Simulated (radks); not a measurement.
The numbers below are computed, except where a source is named.
Task: These are the eigenvalues of the occupied orbitals of an atom or ion with whole-number occupations (eV). Code: a radial shooting solver on a logarithmic mesh with Libxc functionals. Model: non-relativistic Kohn-Sham, PBE, spin-polarised, spherical densities, point nucleus.

1s down: -6951.123
1s up: -6951.109
2s up: -824.6608
2s down: -822.7096
2p up: -713.9559
2p down: -712.5034
3s up: -111.8738
3s down: -107.5053
3p up: -79.5563
3p down: -75.2574
3d up: -27.3549
3d down: -23.4057

Which element is it, and in what charge state? The configuration may be excited. Open shells, if any, are filled with parallel spins first.

Result: Z = 26, iron, charge +2: Fe2+ in [Ar] 3d6. The list shows which subshells hold electrons but not how many an open one holds; the 1s level, -255.45 hartree, gives Z - s = 22.6 by -(Z - s)^2/2, which with screening narrows Z to a few neighbours, and the depths of the outer levels then fix element, charge and occupations together.
